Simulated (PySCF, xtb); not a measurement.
C2H9BN2O, SMILES CCNB(N)O. The values are those of a single conformer.

Harmonic wavenumbers (cm⁻¹) from GFN2-xTB run with xtb at its own minimum, in rising order: 46, 88, 189, 244, 266, 344, 385, 424, 454, 471, 488, 534, 778, 820, 843, 953, 980, 1068, 1102, 1148, 1241, 1261, 1329, 1387, 1399, 1431, 1482, 1491, 1503, 1524, 2905, 2968, 3032, 3035, 3045, 3458, 3549, 3594, 3667.

What does PySCF with PBE0-D3(BJ)/def2-SVP give at its own minimum? (An estimate is asked for; the answer gives what the named calculation found.)

61, 85, 196, 218, 275, 293, 386, 416, 454, 493, 514, 642, 772, 835, 884, 933, 997, 1096, 1118, 1197, 1287, 1345, 1370, 1399, 1432, 1460, 1468, 1487, 1536, 1598, 3043, 3048, 3090, 3144, 3152, 3656, 3673, 3785, 3954. Paired by order, the mean absolute difference is 55 cm⁻¹ and the zero-point energies are 78.5 and 81.2 kcal/mol.
